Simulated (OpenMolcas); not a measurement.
## Os2+: moving or changing the point charges

Os2+ among 6 point charges of -1.5 e arranged as an octahedron (Oh), 2.14 Å from the ion.

```
Program             : OpenMolcas
Method              : CASSCF
Basis               : ANO-RCC-VDZP [7s6p4d2f1g]
Scalar Hamiltonian  : DKH2, point nucleus
Active space        : 6 electrons in 5 orbitals (5d)
State averaging     : 2S+1 = 5 even, 5 roots; 2S+1 = 3 even, 45 roots; 2S+1 = 1 even, 50 roots
Spin-orbit coupling : RASSI with atomic mean-field integrals over the reference wave functions
```

Runs around this geometry, states (labels of O, the rotations of Oh). Energies in cm-1 above the lowest state or level, χT in cm3 K/mol; under a threefold ground state the first gap can be a small split of the lowest multiplet, not the spin-orbit step.

| R (Å) | q (e) | Ground state | First state of that spin | First gap with spin-orbit (degeneracies) | χT at 300 K | First state of another spin |
| --- | --- | --- | --- | --- | --- | --- |
| 2.14 | -0.98 | 5T2 | 5E 7286 | 206.0 (3, 2) | 4.474 | 3T1 10981 |
| 1.94 | -1.5 | 1A1 | 1T1 12461 | 3978 (1, 2) | 0.175 | 5T2 2641 |
| 2.14 | -1.5 | 5T2 | 5E 11224 | 430.6 (1, 2) | 2.123 | 1A1 6741 |
| 2.25 | -1.5 | 5T2 | 5E 9070 | 85.4 (3, 2) | 4.179 | 3T1 9664 |

Scaling the charges by -0.98 / -1.5 = 0.65 scales the first state of the same spin by 7286 / 11224 = 0.65; with fixed orbitals a first-order splitting would follow the charge.

The ground state changes within this set.

Without dynamic correlation the repulsion within the d shell is too large (B by tens of per cent), so at a given field states of lower spin stand too high. Spin-orbit coupling mixes the spin-free states strongly: the lowest level takes only 49 % from its leading state, 1A1 (figures for R = 1.94, q = -1.5; the like holds for R = 2.14, q = -1.5). An orbital triplet at a regular site is open to Jahn-Teller coupling, which can distort the site and quench the lowest spin-orbit gaps and is left out (holds for R = 2.14, q = -0.98; R = 2.25, q = -1.5). Point charges give a weaker field than real ligands, and real ions of this kind are as a rule low spin; the high spin found here belongs to the model (holds for R = 2.14, q = -0.98; R = 2.14, q = -1.5; R = 2.25, q = -1.5). This shell can be high or low spin here, a state of another spin lies low, and with metal d orbitals alone active their balance is uncertain, so the ground spin may be wrong, although the usual error favours high spin (holds for R = 1.94, q = -1.5). This shell can be high or low spin here, a state of another spin lies low, and with metal d orbitals alone active their balance is uncertain, so the ground spin may be wrong (holds for R = 2.14, q = -1.5). Point charges carry no covalency, so the field is a model and not that of real ligands. No measured value stands beside these numbers.
